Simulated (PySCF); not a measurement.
H$_{6}$BN, charge +1, doublet, geometry from GFN2-xTB (a state made from the parent by changing its charge; the spin is typed, not shown lowest); M062X/6-31G** (PySCF).

Input for PySCF:
```python
from pyscf import gto, scf, dft

mol = gto.M(
    atom='''
B    -0.85103693    0.06096459   -0.05926607
N     0.70400636   -0.07680200    0.02198812
H    -1.31066910   -0.65817881   -0.86241623
H    -1.21010950    1.21525847   -0.09762284
H    -1.37179730    0.05664760    1.03233308
H     0.95897137   -1.04341522    0.24745522
H     1.13876401    0.53781366    0.71440043
H     1.12198069    0.12466532   -0.89173616
''',
    basis='6-31g**',
    charge=1,
    spin=1,
    verbose=4,
)

mf = dft.UKS(mol)
mf.xc = 'm062x'
mf.DIIS = scf.EDIIS
mf.kernel()
```

Question: Write the output that PySCF gives for this input, abridged.

Answer: 
```
PySCF version 2.14.0

[INPUT] verbose = 4
[INPUT] num. atoms = 8
[INPUT] num. electrons = 17
[INPUT] charge = 1
[INPUT] spin (= nelec alpha-beta = 2S) = 1
[INPUT] symmetry False subgroup None
[INPUT] Mole.unit = angstrom
[INPUT] Symbol           X                Y                Z      unit          X                Y                Z       unit  Magmom
[INPUT]  1 B     -0.851036930000   0.060964590000  -0.059266070000 AA   -1.608226719591   0.115206378396  -0.111996640779 Bohr   0.0
[INPUT]  2 N      0.704006360000  -0.076802000000   0.021988120000 AA    1.330379210352  -0.145134745819   0.041551524794 Bohr   0.0
[INPUT]  3 H     -1.310669100000  -0.658178810000  -0.862416230000 AA   -2.476805638930  -1.243777691892  -1.629730480080 Bohr   0.0
[INPUT]  4 H     -1.210109500000   1.215258470000  -0.097622840000 AA   -2.286775535734   2.296505678858  -0.184480431102 Bohr   0.0
[INPUT]  5 H     -1.371797300000   0.056647600000   1.032333080000 AA   -2.592321195418   0.107048449614   1.950826790529 Bohr   0.0
[INPUT]  6 H      0.958971370000  -1.043415220000   0.247455220000 AA    1.812193250599  -1.971769000003   0.467622593894 Bohr   0.0
[INPUT]  7 H      1.138764010000   0.537813660000   0.714400430000 AA    2.151952099411   1.016320523450   1.350021155972 Bohr   0.0
[INPUT]  8 H      1.121980690000   0.124665320000  -0.891736160000 AA    2.120236221151   0.235583312031  -1.685137117771 Bohr   0.0

nuclear repulsion = 41.3730393127806
number of shells = 30
number of NR pGTOs = 96
number of NR cGTOs = 58
basis = 6-31g**
ecp = {}

******** <class 'pyscf.dft.uks.UKS'> ********
method = UKS
initial guess = minao
damping factor = 0
level_shift factor = 0
DIIS = <class 'pyscf.scf.diis.EDIIS'>
diis_start_cycle = 1
diis_space = 8
diis_damp = 0
SCF conv_tol = 1e-09
SCF conv_tol_grad = None
SCF max_cycles = 50
direct_scf = True
direct_scf_tol = 1e-13
number electrons alpha = 9  beta = 8
XC library pyscf.dft.libxc version 7.1.2
    S. Lehtola, C. Steigemann, M. J. T. Oliveira, and M. A. L. Marques,  SoftwareX 7, 1–5 (2018)
XC functionals = m062x
    Y. Zhao and D. G. Truhlar,  Theor. Chem. Acc. 120, 215 (2008)
    Y. Zhao and D. G. Truhlar,  Theor. Chem. Acc. 120, 215 (2008)
radial grids:
    Treutler-Ahlrichs [JCP 102, 346 (1995); DOI:10.1063/1.469408] (M4) radial grids

becke partition: Becke, JCP 88, 2547 (1988); DOI:10.1063/1.454033
pruning grids: <function nwchem_prune>
grids dens level: 3
symmetrized grids: False
atomic radii adjust function: <function treutler_atomic_radii_adjust>
small_rho_cutoff = 0
Set gradient conv threshold to 3.16228e-05
tot grids = 86800
init E= -83.18983064698

cycle= 1 E= -82.7895379295487  delta_E=  0.4  |g|= 0.167  |ddm|= 1.43
cycle= 2 E= -82.8099421584512  delta_E= -0.0204  |g|= 0.0879  |ddm|= 0.293
cycle= 3 E= -82.8106270297283  delta_E= -0.000685  |g|= 0.0822  |ddm|= 0.0951
cycle= 4 E= -82.8133989507612  delta_E= -0.00277  |g|= 0.0044  |ddm|= 0.0473
cycle= 5 E= -82.813398950785  delta_E= -2.38e-11  |g|= 0.0044  |ddm|= 7.93e-09
cycle= 6 E= -82.8133989507636  delta_E= 2.14e-11  |g|= 0.0044  |ddm|= 7.04e-09
cycle= 7 E= -82.8133989507621  delta_E= 1.48e-12  |g|= 0.0044  |ddm|= 5.99e-10
cycle= 8 E= -82.8133989507647  delta_E= -2.59e-12  |g|= 0.0044  |ddm|= 1.01e-09
cycle= 9 E= -82.813398950816  delta_E= -5.12e-11  |g|= 0.0044  |ddm|= 1.68e-08
cycle= 10 E= -82.8133989508079  delta_E= 8.01e-12  |g|= 0.0044  |ddm|= 2.57e-09
cycle= 11 E= -82.8132556491811  delta_E= 0.000143  |g|= 0.0201  |ddm|= 0.0108
cycle= 12 E= -82.8134032431614  delta_E= -0.000148  |g|= 0.0061  |ddm|= 0.0144
cycle= 13 E= -82.8134141263941  delta_E= -1.09e-05  |g|= 0.00352  |ddm|= 0.00181
cycle= 14 E= -82.8134141264283  delta_E= -3.42e-11  |g|= 0.00352  |ddm|= 6.69e-09
cycle= 15 E= -82.8134141261795  delta_E= 2.49e-10  |g|= 0.00352  |ddm|= 4.88e-08
cycle= 16 E= -82.8134141260221  delta_E= 1.57e-10  |g|= 0.00352  |ddm|= 3.07e-08
cycle= 17 E= -82.8134141261013  delta_E= -7.93e-11  |g|= 0.00352  |ddm|= 1.54e-08
cycle= 18 E= -82.8134141264645  delta_E= -3.63e-10  |g|= 0.00352  |ddm|= 7.12e-08
cycle= 19 E= -82.8134141265539  delta_E= -8.94e-11  |g|= 0.00352  |ddm|= 1.75e-08
cycle= 20 E= -82.8134142246749  delta_E= -9.81e-08  |g|= 0.00354  |ddm|= 0.00391
cycle= 21 E= -82.8134192719957  delta_E= -5.05e-06  |g|= 8.86e-05  |ddm|= 0.00198
cycle= 22 E= -82.8134192719894  delta_E= 6.31e-12  |g|= 8.87e-05  |ddm|= 2.19e-07
cycle= 23 E= -82.813419271991  delta_E= -1.59e-12  |g|= 8.87e-05  |ddm|= 7.39e-08
cycle= 24 E= -82.8134192719947  delta_E= -3.69e-12  |g|= 8.86e-05  |ddm|= 1.15e-07
cycle= 25 E= -82.8134192719924  delta_E= 2.25e-12  |g|= 8.86e-05  |ddm|= 7.3e-08
cycle= 26 E= -82.8134192719907  delta_E= 1.76e-12  |g|= 8.87e-05  |ddm|= 8.11e-08
cycle= 27 E= -82.8134192719909  delta_E= -2.27e-13  |g|= 8.87e-05  |ddm|= 2.78e-08
cycle= 28 E= -82.8134189663001  delta_E= 3.06e-07  |g|= 0.000886  |ddm|= 0.000498
cycle= 29 E= -82.8134192758761  delta_E= -3.1e-07  |g|= 0.000136  |ddm|= 0.000563
cycle= 30 E= -82.8134192608219  delta_E= 1.51e-08  |g|= 0.000239  |ddm|= 5.9e-05
cycle= 31 E= -82.8134192808872  delta_E= -2.01e-08  |g|= 8.39e-05  |ddm|= 8.7e-05
cycle= 32 E= -82.8134192818892  delta_E= -1e-09  |g|= 7.05e-05  |ddm|= 1.08e-05
cycle= 33 E= -82.8134192640964  delta_E= 1.78e-08  |g|= 0.000223  |ddm|= 8.65e-05
cycle= 34 E= -82.813419266671  delta_E= -2.57e-09  |g|= 0.000209  |ddm|= 1.03e-05
cycle= 35 E= -82.8134192690297  delta_E= -2.36e-09  |g|= 0.000195  |ddm|= 1.01e-05
cycle= 36 E= -82.8134192710334  delta_E= -2e-09  |g|= 0.000182  |ddm|= 9.58e-06
cycle= 37 E= -82.8134192732142  delta_E= -2.18e-09  |g|= 0.000167  |ddm|= 0.000193
cycle= 38 E= -82.8134192844618  delta_E= -1.12e-08  |g|= 7.96e-06  |ddm|= 8.93e-05
cycle= 39 E= -82.8134192805647  delta_E= 3.9e-09  |g|= 9.86e-05  |ddm|= 5.13e-05
cycle= 40 E= -82.8134192821628  delta_E= -1.6e-09  |g|= 7.61e-05  |ddm|= 1.27e-05
cycle= 41 E= -82.8134192844762  delta_E= -2.31e-09  |g|= 9.51e-06  |ddm|= 3.73e-05
cycle= 42 E= -82.8134192843886  delta_E= 8.75e-11  |g|= 1.77e-05  |ddm|= 1.44e-05
Extra cycle  E= -82.8134192844084  delta_E= -1.98e-11  |g|= 1.75e-05  |ddm|= 2.04e-05
converged SCF energy = -82.8134192844084  <S^2> = 0.75292539  2S+1 = 2.0029233
```
